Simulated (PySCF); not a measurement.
A side-by-side comparison of computed properties.

First species: C3H7ClOSi.
Z-matrix (Å and degrees, GFN2-xTB geometry), rows numbered from 1:
```
Cl
C   1  1.7828
C   2  1.5304  1  109.86
O   3  1.4029  2  108.26  1  -163.89
Si  4  1.6376  3  114.71  2    25.34
C   2  1.5172  1  113.11  3  -120.27
H   2  1.0926  1  106.36  3   118.41
H   3  1.0931  2  111.86  1    76.61
H   3  1.0956  2  110.07  1   -44.38
H   5  1.4573  4  108.44  3  -120.30
H   5  1.4574  4  110.40  3   112.80
H   6  1.0901  2  109.99  1    39.48
H   6  1.0864  2  111.28  1   -79.61
```

Second species: C₃H₇ClOSi.
SMILES: `C=C(Cl)O[SiH2]C`

Levels: wB97X-D/def2-SVPD for HOMO energy, LUMO energy, HOMO–LUMO gap and static isotropic polarisability; TDDFT wB97X-D/def2-SVPD for lowest singlet excitation; TDA wB97X-D/def2-SVPD for lowest triplet excitation (Tamm–Dancoff). Geometries: GFN2-xTB. All species are isolated and taken at one optimised geometry, non-relativistic unless stated; the electronic structure was computed with PySCF and density fitting.

Dipoles, sizes and rotational constants follow the conformer. The torsions of the flexible species, by atom-mapped SMILES:
- `[CH2:1]=[C:2]([Cl:3])[O:4][SiH2:5][CH3:6]`: C1–C2–O4–Si5 -175°, C2–O4–Si5–C6 65°

The conformers of `Cl[C@@H]1CO[SiH2]C1` aren't listed.

(1) Which of the two has the higher S1 energy, and by how much?

(2) Which of the two has the higher static isotropic polarisability, and by how much?

(3) Which of the two has the higher T1 energy, and by how much?

(4) Which has the higher HOMO energy?

(5) Which of the two has the higher LUMO energy, and by how much?

(6) Which has the higher HOMO–LUMO gap?

Results:

(1) The first: 7.09 eV against 6.20 eV, a difference of 0.89 eV.

(2) The second: 80.1 au against 74.8 au, a difference of 5.3 au.

(3) The first: 6.58 eV against 4.29 eV, a difference of 2.29 eV.

(4) The second: -8.75 eV against -10.12 eV, a difference of 1.37 eV.

(5) The second: 1.88 eV against 1.55 eV, a difference of 0.33 eV.

(6) The first: 11.67 eV against 10.63 eV, a difference of 1.04 eV.

On the first: In wavenumbers S1 is 57200 cm⁻¹ (1 eV = 8065.54 cm⁻¹). The polarisability is 11.08 Å³ as a volume (1 au = 0.148185 Å³), or 1.17 au for each of the 64 electrons.

On the second: S1 lies 4.43 eV below the HOMO–LUMO gap; its leading configuration is HOMO→LUMO+1, weight 0.37, beside HOMO→LUMO+3, weight 0.30. No computed singlet falls in the visible range (750 to 380 nm, 1.65 to 3.26 eV); S1 lies 2.94 eV above its blue end.
